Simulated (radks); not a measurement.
Q: These are the eigenvalues of the occupied orbitals of an atom or ion with whole-number occupations (hartree). Method: scalar-relativistic Kohn-Sham, PBEsol, spin-polarised, spherical densities, point nucleus; computed with a radial shooting solver on a logarithmic mesh with Libxc functionals.

1s up: -888.0064
1s down: -888.0064
2s up: -130.0164
2s down: -130.0105
2p up: -116.6304
2p down: -116.6258
3s up: -23.77320
3s down: -23.76985
3p up: -19.37451
3p down: -19.37075
3d up: -12.38318
3d down: -12.37761
4s up: -3.56133
4s down: -3.53715
4p up: -2.30541
4p down: -2.28033
4d up: -0.54862
4d down: -0.52462

Which element is it, and in what charge state? The configuration may be excited. Open shells, if any, are filled with parallel spins first.

A: Z = 46, palladium, charge +1: Pd+ in [Kr] 4d9. The list shows which subshells hold electrons but not how many an open one holds; the 1s level, -888.01 hartree, gives Z - s = 42.1 by -(Z - s)^2/2, which with screening and relativity narrows Z to a few neighbours, and the depths of the outer levels then fix element, charge and occupations together.
